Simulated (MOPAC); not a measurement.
A run for MOPAC: PM6 on BeBrI (SMILES [Br][Be][I]), a point of a bond scan (R = 6.929 Å).

```
PM6 1SCF PRECISE CHARGE=0 THREADS=1
BeBrI

Be    -0.00000000 1    -0.00000000 1    -0.50333561 1
Br    -0.00000000 1    -0.00000000 1    -2.45917122 1
I      0.00000000 1     0.00000000 1     6.42563783 1
```

The log:

```
*******************************************************************************
 **                                                                           **
 **                              MOPAC v23.2.5                                **
 **                                                                           **
 *******************************************************************************
 ** MOPAC's Digital Object Identifier: https://doi.org/10.5281/zenodo.6511958 **
 **                                                                           **
 ** Please cite the open-source release paper for use of this MOPAC version:  **
 ** J. E. Moussa and J. J. P. Stewart (2026)                                  **
 ** MOPAC: An open-source semiempirical molecular orbital program             **
 ** J. Open Source Softw., 11(119), 8025, https://doi.org/10.21105/joss.08025 **
 *******************************************************************************

                              PM6 CALCULATION RESULTS

 *******************************************************************************
 *  PM6        - The PM6 Hamiltonian to be used
 *
 *
 *
 *                 CHARGE ON SYSTEM = 0
 *
 *
 *
 *  PRECISE    - TIGHTER CRITERIA TO BE USED
 *  1SCF       - DO 1 SCF AND THEN STOP
 *  THREADS=1  - MULTI-THREADING NOT USED
 *  T=         - A TIME OF 172800.0 SECONDS REQUESTED
 *  DUMP=N     - RESTART FILE WRITTEN EVERY 7200.0 SECONDS REQUESTED
 *******************************************************************************
PM6 1SCF PRECISE CHARGE=0 THREADS=1
 BeBrI

   ATOM   CHEMICAL          X               Y               Z
  NUMBER   SYMBOL      (ANGSTROMS)     (ANGSTROMS)     (ANGSTROMS)

     1      Be         -0.00000000  *  -0.00000000  *  -0.50333561  *
     2      Br         -0.00000000  *  -0.00000000  *  -2.45917122  *
     3       I          0.00000000  *   0.00000000  *   6.42563783  *



          CARTESIAN COORDINATES

    NO.       ATOM           X           Y           Z

     1        Be         -0.0000     -0.0000     -0.5033
     2        Br         -0.0000     -0.0000     -2.4592
     3         I          0.0000      0.0000      6.4256

 General Reference for PM6:
 "Optimization of Parameters for Semiempirical Methods V: Modification of NDDO Approximations
 and Application to 70 Elements", J. J. P. Stewart, J. Mol. Mod., 13, 1173-1213 (2007)
 URL: https://link.springer.com/article/10.1007/s00894-007-0233-4

           Empirical Formula: Be Br I  =     3 atoms



      MOLECULAR POINT GROUP   :   C*v


      RHF CALCULATION, NO. OF DOUBLY OCCUPIED LEVELS = 8



 ALL CONVERGERS ARE NOW FORCED ON
 SHIFT=10, PULAY ON, CAMP-KING ON
 AND ITERATION COUNTER RESET



 -------------------------------------------------------------------------------
 PM6 1SCF PRECISE CHARGE=0 THREADS=1
 BeBrI



     1SCF WAS SPECIFIED, SO BFGS WAS NOT USED
     SCF FIELD WAS ACHIEVED


                              PM6 CALCULATION
                                                       MOPAC v23.2.5 Linux




          FINAL HEAT OF FORMATION =        104.62758 KCAL/MOL =     437.76181 KJ/MOL


          COSMO AREA              =        153.37 SQUARE ANGSTROMS
          COSMO VOLUME            =        122.92 CUBIC ANGSTROMS

          IONIZATION POTENTIAL    =          6.583466 EV
          HOMO LUMO ENERGIES (EV) =         -6.583 -4.454
          NO. OF FILLED LEVELS    =          8
          MOLECULAR WEIGHT        =        215.8207         POINT GROUP:  C*v

          MOLECULAR DIMENSIONS (Angstroms)

            Atom       Atom       Distance
            I     3   Br     2     8.88481
            I     3   Br     2     0.00000
           Be     1   Br     2     0.00000


          SCF CALCULATIONS        =          1





   ATOM   CHEMICAL          X               Y               Z
  NUMBER   SYMBOL      (ANGSTROMS)     (ANGSTROMS)     (ANGSTROMS)

     1      Be         -0.00000000  *  -0.00000000  *  -0.50333561  *
     2      Br         -0.00000000  *  -0.00000000  *  -2.45917122  *
     3       I          0.00000000  *   0.00000000  *   6.42563783  *

                             CARTESIAN COORDINATES

   1   Be       -0.000000000    -0.000000000    -0.503335610
   2   Br       -0.000000000    -0.000000000    -2.459171220
   3    I        0.000000000     0.000000000     6.425637830


           Empirical Formula: Be Br I  =     3 atoms



      MOLECULAR POINT GROUP   :   C*v


                  EIGENVALUES
 -29.20676 -16.64065 -15.50303 -13.16076 -13.16076  -7.11574  -7.11574  -6.58347
  -4.45434  -1.14800  -1.14800  -0.85377 111.09856 111.23983 111.23983 111.58954
 111.58954 119.84178 119.93319 119.93319 120.20820 120.20820


              NET ATOMIC CHARGES AND DIPOLE CONTRIBUTIONS

  ATOM NO.   TYPE          CHARGE      No. of ELECS.   s-Pop       p-Pop       d-Pop
    1         Be           0.754174        1.2458     0.72128     0.52455
    2         Br          -0.120949        7.1209     1.96258     5.15651     0.00186
    3          I          -0.633224        7.6332     1.99999     5.63322     0.00001
 DIPOLE           X         Y         Z       TOTAL
 POINT-CHG.     0.000     0.000   -19.938    19.938
 HYBRID         0.000    -0.000     0.932     0.932
 SUM            0.000    -0.000   -19.007    19.007


          ATOMIC ORBITAL ELECTRON POPULATIONS

     Atom    s        px        py        pz      x^2-y^2     xz        z^2       yz        xy
    1 Be   0.72128   0.10202   0.10202   0.32051
    2 Br   1.96258   1.89763   1.89763   1.36125   0.00000   0.00035   0.00116   0.00035   0.00000
    3  I   1.99999   2.00000   2.00000   1.63322   0.00000   0.00000   0.00001   0.00000   0.00000

 **********************
 *                    *
 * JOB ENDED NORMALLY *
 *                    *
 **********************




 == MOPAC DONE ==
```

The run finished.

Cost: roughly 0.3 core-seconds.
